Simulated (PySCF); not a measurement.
Hf(H)3(SH) (H₄HfS), SMILES [HfH3][SH], multiplicity 1. The structure is a stationary point at PBE-D3(BJ)/def2-TZVP. The spin state was assumed, not searched. The def2 effective core potentials stand for the cores of Hf; spin–orbit coupling is left out.

All values below come from PBE-D3(BJ)/def2-TZVP (PySCF 2.14.0).

Harmonic wavenumbers (cm⁻¹): 121, 260, 341, 350, 498, 556, 636, 649, 1662, 1668, 1706, 2532. Rotational constants (GHz): 45.19, 2.984, 2.950; symmetry number 1.

Work out the zero-point energy and the ideal-gas rigid-rotor harmonic-oscillator thermochemistry at 298.15 K and 1 atm.

ZPE = ½ Σ hcν = ½ × 10979 cm⁻¹ = 65.67 kJ/mol. H − E(el) = 82.40 kJ/mol. Entropy in J/(mol K): translation 175.70, rotation 101.28, vibration 38.03, total 315.01. G − E(el) = -11.52 kJ/mol. Cp = 80.26 J/(mol K). Modes under 150 cm⁻¹ make the vibrational entropy uncertain.
